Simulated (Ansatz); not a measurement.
Cost and result for the atomization energy of C2H3AlO (7 atoms, 7 bonds).

Cartesian coordinates in Å:
```
C -0.522 -0.087 0.785
C -0.661 0.595 -0.373
Al 1.001 -0.239 -0.718
O 0.617 -0.845 0.907
H -1.193 -0.122 1.644
H -1.496 1.231 -0.616
H 2.253 -0.533 -1.629
```

Total charge 0; spin multiplicity 1. All single points use the PBE0-D4/def2-TZVP geometry. Program: Ansatz. All runs use 2 threads of an Arm Neoverse V1 on a shared host. Times are those of one run each, without the atoms' runs, and a repeat can differ threefold. Electronic energies, without spin–orbit coupling; frozen cores. CCSD(T)/CBS adds CCSD(T) − MP2 in def2-TZVPP to the MP2 limit, and its time is that of the two runs behind it. T1 = 0.015.

CCSD(T)/CBS is a level of theory with its own doubt, some kJ/mol a heavy atom from the limit and from the frozen cores, so smaller differences don't rank the functionals.

| level | functions | wall time |
| --- | --- | --- |
| LDA (SPW92)/def2-TZVPP | 177 | 1.1 s |
| CCSD(T)/def2-SVP | 75 | 1.6 s |
| revPBE-D4/def2-TZVPP | 177 | 1.9 s |
| BLYP-D4/def2-TZVPP | 177 | 2.2 s |
| BHLYP-D4/def2-TZVPP | 177 | 2.4 s |
| CAM-B3LYP-D4/def2-TZVPP | 177 | 2.9 s |
| B2PLYP/def2-TZVPP | 177 | 4.4 s |
| r2SCANh-D4/def2-TZVPP | 177 | 4.5 s |
| B97M-V/def2-TZVPP | 177 | 8.5 s |
| ωB97M-V/def2-TZVPP (with forces) | 177 | 9.5 s |
| MP2/def2-QZVPP | 331 | 13 s |
| CCSD(T)/def2-TZVPP | 177 | 31 s |
| CCSD(T)/CBS(def2) | – | 44 s |

What atomization energy does each give, and how far from CCSD(T)/CBS? (Estimate.)

Computed: 
| level | atomization (kJ/mol) | difference from CCSD(T)/CBS | per bond |
| --- | --- | --- | --- |
| LDA (SPW92)/def2-TZVPP | 3198.4 | 440.5 | 62.9 |
| CCSD(T)/def2-SVP | 2602.4 | -155.5 | -22.2 |
| revPBE-D4/def2-TZVPP | 2755.3 | -2.6 | -0.4 |
| BLYP-D4/def2-TZVPP | 2755.2 | -2.7 | -0.4 |
| BHLYP-D4/def2-TZVPP | 2641.2 | -116.7 | -16.7 |
| CAM-B3LYP-D4/def2-TZVPP | 2760.9 | 3.0 | 0.4 |
| B2PLYP/def2-TZVPP | 2729.6 | -28.3 | -4.0 |
| r2SCANh-D4/def2-TZVPP | 2754.1 | -3.8 | -0.5 |
| B97M-V/def2-TZVPP | 2782.4 | 24.5 | 3.5 |
| ωB97M-V/def2-TZVPP (with forces) | 2768.4 | 10.5 | 1.5 |
| MP2/def2-QZVPP | 2810.9 | 53.0 | 7.6 |
| CCSD(T)/def2-TZVPP | 2677.6 | -80.3 | -11.5 |
| CCSD(T)/CBS(def2) | 2757.9 | 0.0 | 0.0 |

At CCSD(T), def2-SVP lies −155.6 kJ/mol from the extrapolated value and def2-TZVPP −80.3 kJ/mol: correlation converges slowly with the basis, and small sets miss more of it in the bonded molecule than in its fragments. From r2SCAN to r2SCAN0 (25 % exact exchange), in def2-TZVPP and without D4, the atomization energy moves by −64.2 kJ/mol: exact exchange takes away binding that semilocal exchange gives to molecules. In def2-TZVPP, CCSD(T) changes the Hartree–Fock value by +728.5 kJ/mol (the triples alone add +55.8 kJ/mol) and MP2 by +813.7 kJ/mol; breaking electron pairs costs correlation energy, which Hartree–Fock lacks.
